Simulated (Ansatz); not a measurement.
Born–Oppenheimer molecular dynamics of F2H4OW (8 atoms, charge 0, multiplicity 1). It starts from a relaxed structure.

The calculation used RKS r2SCAN/def2-SVP in Ansatz.

```yaml
ensemble: NVE (velocity Verlet)
time_step: 1 fs
steps_asked: 250
starting_velocities_drawn_for: 500 K
seed: 279694
```

First frame:

```xyz
8
Properties=species:S:1:pos:R:3
W -0.035 -0.261 0.020
O -0.355 -0.297 1.821
H -0.866 -0.197 2.632
H 1.490 0.422 0.089
H 0.061 1.452 -0.117
H -1.309 0.857 -0.060
F 0.404 -2.124 -0.205
F -0.299 -0.263 -1.813
```

Problem. How far do the bonds stretch over the last three quarters of this one trajectory? (Pairs bonded in most of those frames.)

Solution. 
| bond | mean (Å) | spread (Å) | shortest | longest |
| --- | --- | --- | --- | --- |
| W1–O2 | 1.835 | 0.021 | 1.79 | 1.87 |
| W1–H4 | 1.683 | 0.066 | 1.58 | 1.78 |
| W1–H5 | 1.744 | 0.088 | 1.61 | 1.88 |
| W1–H6 | 1.699 | 0.030 | 1.63 | 1.76 |
| W1–F7 | 1.928 | 0.023 | 1.89 | 1.97 |
| W1–F8 | 1.853 | 0.020 | 1.82 | 1.90 |
| O2–H3 | 0.966 | 0.013 | 0.94 | 0.99 |

Mean temperature of the second half: 246 K. The conserved energy stayed within 1.1 meV per atom of its start (net change 0.57 meV per atom), so the integration is sound. Over the second half the temperature averaged 0.49 of the 500 K drawn at the start: a run that starts near a minimum puts about half its kinetic energy into the potential. A run of 0.25 ps of so small a system gives no equilibrium averages.

The run took 4.3 min on 4 threads of Intel(R) Xeon(R) Platinum 8488C (Sapphire Rapids) (shared host), peak memory 0.19 GiB.
